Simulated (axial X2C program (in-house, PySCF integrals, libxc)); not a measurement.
# MgYb: properties at the nuclei

Calculated with an in-house all-electron X2C program for linear molecules (integrals from PySCF): two-component X2C with atomic mean-field Coulomb and Gaunt terms, Gaussian nuclei, basis Yb dyall-cv3z, Mg dyall-cv3z with contracted cores.

R = 3.993 Å (near the PBE0 minimum at charge 0 of the determinant lowest at the starting distance; the state shown can have its own minimum elsewhere).

Input and command:
```json
{"zs": [70, 12], "q": 0, "bas": ["dyall-cv3z", "dyall-cv3z"], "r0": 3.09, "levels": ["PBE0", "HF", "PBE", "PBE50", "BHandHLYP"], "nst": 3}
```
```bash
python soeom.py task.json out
```

Keys: zs atomic numbers; q charge; bas basis sets; r0 starting distance in Å; levels methods; nst determinants followed.

Determinant lowest in the PBE0 search, Ω = 0 (closed shell), highest spinor 65% Yb s, 15% Mg s, 13% Mg p:

```tsv
level	qzz Yb (a.u.)	qzz Mg (a.u.)	μ (D)
PBE0	-0.46	-0.06	-0.25
HF	-0.32	-0.04	0.37
PBE	-0.47	-0.07	-0.36
PBE50	-0.42	-0.06	-0.16
BHandHLYP	-0.36	-0.05	0.00
```

Determinant 1.62 eV from it at PBE0 and this distance, Ω = 1 (⟨Sz⟩ = 0.98, ⟨Lz⟩ = 0.02 at PBE0), spin on the atoms Yb 0.59, Mg 0.39:

| level | Eeff magnitude (GV/cm) | Ws magnitude Yb (kHz) | A∥/gI Yb (MHz) | qzz Yb (a.u.) | A∥/gI Mg (MHz) | qzz Mg (a.u.) | μ (D) |
| --- | --- | --- | --- | --- | --- | --- | --- |
| PBE0 | 14.2 | 12.2 | 3630 | -3.45 | 233 | -0.39 | -2.94 |
| HF | 10.9 | 9.38 | 3880 | -3.89 | 156 | -0.35 | -2.96 |
| PBE | 12.2 | 10.1 | 2910 | -2.54 | 269 | -0.41 | -2.78 |
| PBE50 | 14.5 | 12.5 | 3890 | -3.78 | 194 | -0.37 | -3.19 |
| BHandHLYP | 15.5 | 13.4 | 4130 | -3.30 | 229 | -0.36 | -3.19 |

Eeff is the effective electric field on the electron electric dipole moment in this Ω state and Ws the scalar–pseudoscalar constant of the nucleus named (defined with the proton number Z and per Ω); A∥ (defined per Ω) follows by multiplying with gI = μI/(I μN); qzz is the electric field gradient, eQq0 = 234.96 MHz × Q/barn × qzz; μ is positive if the Mg end (last atom) is positive. The operators were transformed with the bare-nucleus X2C matrices; with these basis sets, hyperfine constants and field gradients can be off by tens of per cent, and where levels differ in sign neither size nor sign is settled.

Task: With Q(173Yb) = 2.8 barn, Q(25Mg) = 0.1994 barn (Q from Pyykkö, Mol. Phys. 2018), turn the PBE0 values of the first state into constants in MHz.

Result: eQq0(173Yb) = 234.96 × (2.8) × (-0.46) = -303 MHz; eQq0(25Mg) = 234.96 × (0.1994) × (-0.06) = -2.81 MHz.

Each state is one determinant with collinear spin, which with several unpaired electrons need not be a pure state. Unrestricted Hartree–Fock can overshoot spin polarisation at the nuclei. A closed determinant beside an open π² or δ² triplet, such as (π1/2)², mixes with its partner pair into the 0⁺ component of the triplet and ¹Σ⁺, so its energy is not that of a level, and 0⁺ can lie lowest. With several open shells hyperfine constants can be off by a factor of several. Open-shell Ω = 0 determinants with evenly filled partner blocks cannot be reached by this program, so the Ω shown need not be the lowest component. The search compared states at one distance, so a state with another bond length can lie lower. Further determinants of the search, some of them spin-mixed, are not shown. PBE0 term energies can be off by some tenths of an eV.
